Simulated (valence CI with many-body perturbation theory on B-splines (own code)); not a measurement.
# Ar IV: calculated level list

Calculated by relativistic CI+MBPT: five valence electrons over a frozen Dirac-Fock core [Ne], a basis of 9 s, 9 p, 8 d, 6 f, 3 g, 1 h functions for each j, with the one-electron correlation potential Σ1 (screened to all orders), the two-electron term Σ2, the three-electron term Σ3, Breit, model QED; selected single and double excitations, second order for the rest, scaled by the run's own slope (own B-spline code, finite nucleus).

Set against measurement, 38 paired levels are off by 159 cm⁻¹ on average, the worst by 399. These come from a selection out of Saloman, J. Phys. Chem. Ref. Data 39, 033101 (2010). Levels without a partner in it may be off by more. Among the levels kept, up to 1200 cm⁻¹ of a level comes from second order outside the variational space, and about a tenth of that is noise between levels of different J, which matters for small intervals.

Levels 1 to 45 of 51, with energies above the lowest level, 3s²3p³ ⁴S°_3/2. "Leading %" is the weight of the configuration and term that name the level; weights of strongly mixed levels are sums over their largest components and can fall short. In the jj column 3d3/2^4 stands for four electrons in 3d with j = 3/2. Lifetimes count E1, E2, E3, M1 and M2 decay at the calculated energies, and are blank where another channel may lead or the interval is too uncertain; long ones can be off by a factor of two.

```csv
No.,Configuration,Term,J,E (cm⁻¹),Leading %,Lifetime,Second component,Leading jj
1,3s²3p³,⁴S°,3/2,0.0,95,,,3s^2 3p1/2 3p3/2^2 (53 %)
2,3s²3p³,²D°,3/2,21274,94,42.4 s,,3s^2 3p1/2 3p3/2^2 (42 %)
3,3s²3p³,²D°,5/2,21399,94,502 s,,3s^2 3p1/2 3p3/2^2 (94 %)
4,3s²3p³,²P°,1/2,35117,93,610 ms,,3s^2 3p1/2 3p3/2^2 (93 %)
5,3s²3p³,²P°,3/2,35293,92,273 ms,,3s^2 3p3/2^3 (55 %)
6,3s3p⁴,⁴P,5/2,117463,85,4.11 ns,11 % 3s²3p²3d ⁴P,3s 3p1/2^2 3p3/2^2 (59 %)
7,3s3p⁴,⁴P,3/2,118412,85,4.04 ns,12 % 3s²3p²3d ⁴P,3s 3p1/2 3p3/2^3 (75 %)
8,3s3p⁴,⁴P,1/2,118942,84,3.99 ns,12 % 3s²3p²3d ⁴P,3s 3p3/2^4 (36 %)
9,3s3p⁴,²D,3/2,145940,71,2.16 ns,24 % 3s²3p²3d ²D,3s 3p1/2 3p3/2^3 (46 %)
10,3s3p⁴,²D,5/2,146018,71,2.22 ns,24 % 3s²3p²3d ²D,3s 3p1/2 3p3/2^3 (49 %)
11,3s²3p²3d,²P,3/2,166351,62,992 ps,33 % 3s3p⁴ ²P,3s^2 3p1/2 3p3/2 3d5/2 (26 %)
12,3s²3p²3d,²P,1/2,167436,61,964 ps,33 % 3s3p⁴ ²P,3s^2 3p3/2^2 3d5/2 (38 %)
13,3s3p⁴,²S,1/2,178118,73,662 ps,22 % 3s²3p²3d ²S,3s 3p1/2^2 3p3/2^2 (46 %)
14,3s²3p²3d,⁴F,3/2,180662,95,452 ns,,3s^2 3p1/2 3p3/2 3d3/2 (38 %)
15,3s²3p²3d,⁴F,5/2,181015,94,596 ns,,3s^2 3p1/2 3p3/2 3d3/2 (55 %)
16,3s²3p²3d,⁴F,7/2,181512,94,1.05 μs,,3s^2 3p1/2 3p3/2 3d5/2 (55 %)
17,3s²3p²3d,⁴F,9/2,182171,95,109 ms,,3s^2 3p3/2^2 3d5/2 (60 %)
18,3s²3p²3d,²F,5/2,187045,63,202 ns,31 % 3s²3p²3d ⁴D,3s^2 3p1/2 3p3/2 3d3/2 (56 %)
19,3s²3p²3d,⁴D,1/2,187258,94,155 ns,,3s^2 3p1/2 3p3/2 3d3/2 (75 %)
20,3s²3p²3d,⁴D,7/2,187295,60,,35 % 3s²3p²3d ²F,3s^2 3p1/2 3p3/2 3d5/2 (66 %)
21,3s²3p²3d,⁴D,3/2,187373,94,118 ns,,3s^2 3p1/2 3p3/2 3d3/2 (30 %)
22,3s²3p²3d,⁴D,5/2,187826,63,120 ns,31 % 3s²3p²3d ²F,3s^2 3p1/2 3p3/2 3d5/2 (44 %)
23,3s²3p²3d,²F,7/2,188848,60,974 ns,34 % 3s²3p²3d ⁴D,3s^2 3p3/2^2 3d5/2 (86 %)
24,3s²3p²3d,²G,7/2,208048,94,188 ns,,3s^2 3p1/2 3p3/2 3d3/2 (55 %)
25,3s²3p²3d,²G,9/2,208146,94,113 ms,,3s^2 3p1/2 3p3/2 3d5/2 (60 %)
26,3s²3p²3d,⁴P,5/2,220922,82,30.8 ps,11 % 3s3p⁴ ⁴P,3s^2 3p1/2 3p3/2 3d5/2 (43 %)
27,3s²3p²3d,⁴P,3/2,221439,80,30.7 ps,11 % 3s3p⁴ ⁴P,3s^2 3p1/2 3p3/2 3d3/2 (26 %)
28,3s²3p²3d,⁴P,1/2,221759,81,30.4 ps,11 % 3s3p⁴ ⁴P,3s^2 3p3/2^2 3d3/2 (40 %)
29,3s²3p²3d,²P,3/2,223305,45,44.5 ps,44 % 3s3p⁴ ²P,3s 3p1/2^2 3p3/2^2 (27 %)
30,3s²3p²3d,²P,1/2,224367,49,44.3 ps,43 % 3s3p⁴ ²P,3s 3p1/2 3p3/2^3 (30 %)
31,3s²3p²3d,²D,3/2,225138,88,281 ps,,3s^2 3p1/2^2 3d3/2 (33 %)
32,3s²3p²3d,²D,5/2,226524,90,264 ps,,3s^2 3p3/2^2 3d5/2 (60 %)
33,3s²3p²3d,²D,5/2,239032,76,38.6 ps,16 % 3s3p⁴ ²D,3s^2 3p1/2 3p3/2 3d5/2 (45 %)
34,3s²3p²3d,²D,3/2,239414,75,37.1 ps,17 % 3s3p⁴ ²D,3s^2 3p1/2 3p3/2 3d3/2 (29 %)
35,3s²3p²3d,²P,1/2,246375,75,36.5 ps,15 % 3s3p⁴ ²P,3s^2 3p1/2 3p3/2 3d5/2 (49 %)
36,3s²3p²3d,²P,3/2,246855,77,36.7 ps,14 % 3s3p⁴ ²P,3s^2 3p3/2^2 3d5/2 (40 %)
37,3s²3p²3d,²F,5/2,247022,91,26.2 ps,,3s^2 3p1/2 3p3/2 3d3/2 (24 %)
38,3s²3p²3d,²F,7/2,247136,92,26.2 ps,,3s^2 3p1/2 3p3/2 3d5/2 (58 %)
39,3s²3p²3d,²S,1/2,249619,68,39.5 ps,20 % 3s3p⁴ ²S,3s^2 3p1/2 3p3/2 3d3/2 (22 %)
40,3s²3p²4s,⁴P,1/2,250113,92,501 ps,,3s^2 3p1/2^2 4s (47 %)
41,3s²3p²4s,⁴P,3/2,250808,92,505 ps,,3s^2 3p1/2 3p3/2 4s (86 %)
42,3s²3p²4s,⁴P,5/2,251882,93,502 ps,,3s^2 3p3/2^2 4s (57 %)
43,3s²3p²4s,²P,1/2,256033,91,124 ps,,3s^2 3p1/2 3p3/2 4s (66 %)
44,3s²3p²3d,²D,5/2,256940,85,29.3 ps,4 % 3s3p⁴ ²D,3s^2 3p3/2^2 3d5/2 (45 %)
45,3s²3p²4s,²P,3/2,257292,90,120 ps,,3s^2 3p3/2^2 4s (47 %)
```

Names give the largest LS component (configuration and term), which can be under half, so a name can repeat, a term be missing and a line seem to break the LS rules; names also repeat where a configuration has a term twice.

Where two levels of one J and parity lie close, their mixing, g and order are uncertain.

The ionisation energy to 3s²3p² ³P0 of the next ion comes out as 59.097 eV (NIST: 59.58 ± 0.18 eV (semi-empirical), further off than twice its uncertainty). All 51 levels together are meant to be complete up to 267571 cm⁻¹.
